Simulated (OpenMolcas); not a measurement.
# Xe⁶⁺: from CASSCF to CASPT2

- Program: OpenMolcas 26.06
- Basis: ANO-RCC [10s9p8d5f3g]
- Scalar Hamiltonian: DKH2, point nucleus
- Active space: 2 electrons in 8 orbitals (5s 5p 6s 6p)
- State averaging: 2S+1 = 3 even, 3 roots; 2S+1 = 1 even, 7 roots; 2S+1 = 3 odd, 3 roots; 2S+1 = 1 odd, 3 roots
- Spin-orbit coupling: state interaction with AMFI integrals over the reference wave functions, term energies averaged over their components

Methods on the same reference wave functions:
A. CASSCF
B. SS-CASPT2, IPEA 0.25 Eh, imaginary shift 0.1 Eh (closed shells correlated: 4d)
C. MS-CASPT2, IPEA 0.25 Eh, imaginary shift 0.1 Eh (closed shells correlated: 4d)

Energies in cm-1 above 5s2 1S0, the measured ground level; measured values from Saloman, J. Phys. Chem. Ref. Data 33, 765 (2004).

```
      Level       A       B       C  Measured
    5s2 1S0     0.0     0.0     0.0       0.0
5s 5p 3P* 0   92472   96500   97100     96141
5s 5p 3P* 1   96766  100400  101000    100451
5s 5p 3P* 2  107949  111980  112580    113676
5s 5p 1P* 1  153897  140100  140700    143259
    5p2 3P0  224972  224580  225160    223673
    5p2 3P1  233439  233950  234550    234685
    5p2 1S0  283385  272560  273790    273208
```

Deviations, from unrounded energies. A percentage is the sum of absolute deviations over the sum of measured energies, with the sign that they share, or ± where signs differ.

```
           Against measurement  Levels     A     B     C
mean absolute deviation (cm-1)       7  5200  1100  1100
      other configurations (%)       7  ±3.1  ±0.6  ±0.6
```

B, C lie about equally close to measurement and A furthest from it. The largest miss of C in the table is 5s 5p 1P* 1, by -2600 cm-1. The ranking rests on the paired levels alone, and a cruder setting can come out closer through cancelling errors.

Between B and C the level of the table that moves most is 5p2 1S0, by 1200 cm-1 (lowest in B, highest in C). Moves below CASPT2's spread within the term are not significant.

The lowest spin-free term lies below A's lowest term by 0.475 hartree in B, 0.478 hartree in C.

Over all roots computed the reference weight is 0.89 to 0.95 in B, 0.89 to 0.95 in C; the roots of lowest weight are the least certain, and an intruder state may touch them. Active for correlation alone: 6p 6s; no level in the range computed is led by a configuration that fills them, so any true level of that kind is missing. The ¹D term of p² mixes with s d, which this space lacks. Computed and measured levels are paired by configuration, term and J; levels that our copy of the source lacks, or whose pairing is in doubt (as where it misses far off the trend of its configuration), stay unpaired and out of the deviations. Only configurations of the active space appear. The table leaves out levels that lie high or whose names do not pair safely across all columns.

* marks odd parity.
